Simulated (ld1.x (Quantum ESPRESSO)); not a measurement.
What one change does to a pseudopotential (iodine (I), TM)

I, norm-conserving Troullier–Martins (Kleinman–Bylander form), made with ld1.x (Quantum ESPRESSO) 7.5 (PBE, scalar-relativistic). Core [Kr], reference 4d10 5s2 5p5. Waves: 5s (bound): rc 1.50 bohr; 5p (bound): rc 2.05 bohr; 4d (bound): rc 1.10 bohr. Local part: the d channel. Core correction: Bessel-smoothed model core inside 0.80 bohr.

All-electron outer shells of the reference configuration (PBE, scalar-relativistic, ld1.x):

```csv
shell,level (eV),outermost node (bohr),outermost maximum (bohr)
4s,-180.60,0.37,0.68
4p,-127.57,0.37,0.72
4d,-50.28,0.35,0.78
5s,-17.41,0.88,1.70
5p,-7.09,0.96,2.02
```

Change: wave 5s (bound): rc 1.50 bohr becomes 5s (bound): rc 1.86 bohr.

Cutoffs: the cutoffs (Ry, on a coarse ladder) from which the occupation-weighted sum of valence levels, in a spherical-Bessel basis at the reference potential, stays within 10 and 1 mRy of its value at 400 Ry; they do not see the model core or the augmentation charge, which bear on the density cutoff. Errors are all-electron minus pseudo energies relative to the spin-unpolarised reference configuration.

How do hardness, ghosts and transferability respond?

The potential gets neither clearly harder nor softer (120 Ry and 200 Ry → 120 Ry and 200 Ry); both files keep a bound ghost (p, s); of the 7 tests that both files solve, the error grows in 0 and shrinks in 2 by more than 15 % and 0.3 meV (median size 2.7 → 2.2 meV).

```tsv
quantity	base	changed
cutoff, loose	120 Ry	120 Ry
cutoff, tight	200 Ry	200 Ry
loose cutoff by channel (10 mRy a level)	s 35 Ry, p 6 Ry, d 100 Ry	s 25 Ry, p 6 Ry, d 100 Ry
bound ghosts	s, p	s, p
error for 4d10 5s2 5p4, meV [ΔE 11.13 eV]	-1.5	-1.4
error for 4d10 5s2 5p3, meV [ΔE 30.98 eV]	+0.4	+0.6
error for 4d10 5s2 5p2, meV [ΔE 60.31 eV]	+8.3	+9.1
error for 4d10 5s2 5p4.5, meV [ΔE 4.53 eV]	-0.9	-0.9
error for 4d10 5s1 5p6, meV [ΔE 10.41 eV]	-4.9	-4.1
error for 4d10 5s1 5p5, meV [ΔE 22.11 eV]	-2.7	-2.2
error for 4d9 5s2 5p5, meV [ΔE 58.25 eV]	-362	-377
s: phases at 2.25 bohr within 0.05 rad from the reference energy up to (Ry; the scan ends near 5)	2.3	2.3
p: phases at 2.25 bohr within 0.05 rad from the reference energy up to (Ry; the scan ends near 5)	4.5	4.5
d: phases at 2.25 bohr within 0.05 rad from the reference energy up to (Ry; the scan ends near 5)	to the end of the scan	to the end of the scan
```

 A true bound ghost makes a file unfit for plane-wave use even where its test errors are small: the radial tests pick states by their node count and pass the ghost by.
